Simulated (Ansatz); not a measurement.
Program: Ansatz. Geometries: PBE0-D4/def2-TZVP. ΔE: electronic, gas phase. CCSD(T)/CBS is the MP2 limit (def2-TZVPP, def2-QZVPP) plus CCSD(T) − MP2 in def2-TZVPP, frozen cores. DFT in def2-TZVPP. For Br outer-core shells are correlated without core-valence functions, which leaves a few kJ/mol of doubt a bond. Scalar relativity is left out up to krypton. One conformer a species, not always the lowest.

Consider the substitution at a C–N bond: `CN([SiH3])CF` + `OB(Br)Br` → `COB(Br)Br` + `FCN[SiH3]`.

**Question.** Is it downhill or uphill in electronic energy at CCSD(T)/CBS, and by how much? (Estimate.)

**Answer.** Ansatz gave: Uphill: ΔE = +4.8 kcal/mol.

**Question.** What do these levels give: PBE-D4, r2SCAN-D4, SCS-MP2/def2-TZVPP, SCS-MP2/def2-QZVPP, HF/CBS(def2), CCSD/CBS(def2)? (An estimate is asked.)

**Answer.** Ansatz gave: PBE-D4 4.9, r2SCAN-D4 4.8, SCS-MP2/def2-TZVPP 4.8, SCS-MP2/def2-QZVPP 4.7, HF/CBS(def2) 2.5, CCSD/CBS(def2) 4.6 kcal/mol.

Largest T1 diagnostic among the species: 0.011.

In def2-TZVPP, CCSD(T) changes the Hartree–Fock value by +2.4 kcal/mol (the triples alone add +0.2 kcal/mol) and MP2 by +3.0 kcal/mol.
